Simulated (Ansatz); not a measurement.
C11H14O2 (`CC(C)(C)c1ccccc1C(=O)O`), relaxed with RKS PBE0-D4/def2-TZVP in the Gaussian-basis code of Ansatz from a PBE-D4/def2-SVP geometry. The force threshold is 0.005 eV/Å; the program also tests the step.

Total charge 0; spin multiplicity 1.

Start:

```xyz
27

C     1.789    0.962    0.721
C     0.854   -0.253    0.927
C     0.083   -0.135    2.265
C     1.767   -1.495    1.027
C    -0.156   -0.386   -0.239
C    -0.346   -1.650   -0.838
C    -1.214   -1.867   -1.916
C    -1.920   -0.795   -2.470
C    -1.752    0.475   -1.912
C    -0.909    0.694   -0.798
C    -0.954    2.093   -0.257
O    -1.003    2.428    0.916
O    -1.002    3.017   -1.254
H     2.298    0.909   -0.263
H     1.261    1.928    0.797
H     2.572    0.962    1.506
H    -0.564    0.760    2.274
H     0.802   -0.064    3.108
H    -0.547   -1.033    2.430
H     2.322   -1.684    0.085
H     1.211   -2.415    1.295
H     2.513   -1.328    1.829
H     0.212   -2.512   -0.451
H    -1.322   -2.882   -2.330
H    -2.595   -0.940   -3.327
H    -2.294    1.334   -2.331
H    -1.108    3.878   -0.793
```

| step | energy (eV) | largest force (eV/Å) | largest move (Å) |
| --- | --- | --- | --- |
| 1 | -15718.1187 | 0.992 | 0.000 |
| 2 | -15718.2539 | 0.222 | 0.039 |
| 3 | -15718.2649 | 0.116 | 0.033 |
| 4 | -15718.2664 | 0.116 | 0.037 |
| 5 | -15718.2685 | 0.105 | 0.044 |
| 6 | -15718.2695 | 0.242 | 0.076 |
| 7 | -15718.2705 | 0.104 | 0.008 |
| 8 | -15718.2710 | 0.042 | 0.022 |
| 9 | -15718.2711 | 0.054 | 0.010 |
| 10 | -15718.2712 | 0.029 | 0.019 |
| 11 | -15718.2712 | 0.008 | 0.009 |
| 12 | -15718.2712 | 0.004 | 0.002 |

End:

```xyz
27

C     1.732    0.979    0.711
C     0.834   -0.247    0.912
C     0.081   -0.151    2.245
C     1.768   -1.457    1.001
C    -0.165   -0.394   -0.239
C    -0.351   -1.643   -0.831
C    -1.216   -1.854   -1.892
C    -1.922   -0.795   -2.430
C    -1.752    0.460   -1.880
C    -0.911    0.667   -0.786
C    -0.951    2.054   -0.248
O    -1.187    2.378    0.887
O    -0.761    2.969   -1.216
H     2.231    0.942   -0.260
H     1.192    1.921    0.790
H     2.503    0.993    1.485
H    -0.578    0.715    2.273
H     0.798   -0.073    3.068
H    -0.520   -1.050    2.407
H     2.303   -1.631    0.064
H     1.240   -2.372    1.276
H     2.509   -1.270    1.780
H     0.205   -2.491   -0.458
H    -1.323   -2.851   -2.303
H    -2.592   -0.938   -3.270
H    -2.288    1.308   -2.289
H    -0.879    3.833   -0.797
```

Run time 34 s (4 threads of an AMD EPYC 7R13 on a shared host and a share of an NVIDIA H100 80 GB); peak host memory 1.3 GiB.
